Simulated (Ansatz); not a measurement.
Reaction (cleavage of the As–Al bond): `F[B]([SiH3])[AlH][AsH2]` + CH₃OH → `CO[AsH2]` + `F[B]([AlH2])[SiH3]`

Computed with Ansatz on PBE0-D4/def2-TZVP structures; ΔE is electronic, products minus reactants. CCSD(T)/CBS is the MP2 limit (def2-TZVPP, def2-QZVPP) plus CCSD(T) − MP2 in def2-TZVPP, frozen cores. This one scheme is used for every species. For As outer-core shells are correlated without core-valence functions, which leaves a few kJ/mol of doubt a bond. Scalar relativity is left out up to krypton. Each species was taken in one conformer, which may not be the lowest.

```json
{"species": "`F[B]([SiH3])[AlH][AsH2]`", "CCSD(T)/CBS(def2) energy (Eh)": "-2894.30843"}
{"species": "CH₃OH", "CCSD(T)/CBS(def2) energy (Eh)": "-115.61712"}
{"species": "`CO[AsH2]`", "CCSD(T)/CBS(def2) energy (Eh)": "-2351.21577"}
{"species": "`F[B]([AlH2])[SiH3]`", "CCSD(T)/CBS(def2) energy (Eh)": "-658.67346"}
```

Q: Work out ΔE.

A: ΔE = (-2351.21577) + (-658.67346) − (-2894.30843) − (-115.61712) = 0.03632 Eh = +95.4 kJ/mol.

Largest T1 diagnostic among the species: 0.015.

From r2SCAN to r2SCAN0 (25 % exact exchange), in def2-TZVPP and without D4, ΔE moves by +5.1 kJ/mol. In def2-TZVPP, CCSD(T) changes the Hartree–Fock value by +10.6 kJ/mol (the triples alone add +0.5 kJ/mol) and MP2 by +13.3 kJ/mol. At CCSD(T), def2-SVP lies −5.4 kJ/mol from the extrapolated value and def2-TZVPP −5.0 kJ/mol.
